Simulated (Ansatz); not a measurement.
Basis-set extrapolation for CH5AlFN, SMILES `C[NH][AlH][F]` (PBE0-D4/def2-TZVP geometry, frozen core, Ansatz 0.2.0). Multiplicity 1, RHF reference.

```tsv
	def2-TZVPP	def2-QZVPP
HF	-436.783034	-436.800415
MP2 correlation	-0.720038	-0.777120
CCSD(T) correlation	-0.771984	not run
```

Energies in hartree. Use E(X) = E(∞) + A·exp(−7.88·√X) for Hartree–Fock and E(X) = E(∞) + B·X^(−2.97) for correlation, with X = 3 and 4, and add CCSD(T) minus MP2 of the smaller set to the MP2 limit.

**Question.** What is the CCSD(T) energy at the basis-set limit?

**Answer.** HF limit: -436.800415 + (-0.017381) × 0.13774 = -436.80281. MP2 limit: -0.777120 + (-0.057082) × 0.74074 = -0.81940. Higher-order term: -0.771984 − (-0.720038) = -0.05195. Total: -437.67416 hartree, 312.8 kJ/mol below CCSD(T)/def2-TZVPP.
